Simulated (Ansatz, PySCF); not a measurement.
System: B2H3, charge 0, multiplicity 2. It need not be the lowest isomer of its formula. 
Geometry from a B3LYP-D3(BJ)/def2-TZVP (Ansatz, an electronic-structure program) optimisation:
SMILES: [BH]B
```xyz
5

B     -0.2379     0.0034     0.8100
B      0.2019    -0.0029    -0.6875
H     -0.5693     0.0082     1.9388
H      0.3386     1.0200    -1.2906
H      0.4106    -1.0309    -1.2607
```
Charge 0, spin multiplicity 2.

Total electronic energies in hartree. Valence correlation only, unless marked. UHF or UKS for open shells. No spin-orbit coupling. No relativistic terms. Basis-set limits of correlation are two-point, X^-3; Hartree-Fock from the larger set. [CCSD(T)-MP2]/basis is that difference in the basis named.

```tsv
level	program	energy (Eh)
HF/6-31G	Ansatz	-50.99880
HF/def2-QZVPP	Ansatz	-51.03889
BLYP/def2-TZVPD	Ansatz	-51.37569
PBE0-D3(BJ)/def2-TZVP	Ansatz + dftd3	-51.32668
PBE0-D4/def2-TZVPD	Ansatz + dftd4	-51.32654
TPSSh-D4/def2-TZVPD	PySCF + dftd4	-51.42576
MN15-D3(BJ)/def2-TZVPD	PySCF + dftd3	-51.33655
wB97X-V/def2-TZVPD	Ansatz	-51.38909
MP2/STO-3G	Ansatz	-50.42521
RI-MP2/CBS(def2-TZVPP,def2-QZVPP)	Ansatz	-51.2391
SCS-MP2/aug-cc-pVTZ	Ansatz	-51.22989
CCSD(T)/def2-QZVPPD	Ansatz	-51.26737
RI-MP2/CBS(aug-cc-pVTZ,aug-cc-pVQZ)+[CCSD(T)-MP2]/aug-cc-pVDZ	Ansatz	-51.2796
RI-MP2/CBS(def2-TZVPPD,def2-QZVPPD)+[CCSD(T)-MP2]/def2-SVPD	Ansatz	-51.2785
CCSD(T)/CBS(def2-TZVPPD,def2-QZVPPD)	Ansatz	-51.2740
```

Totals of different functionals don't rank their quality; only differences between species are comparable.
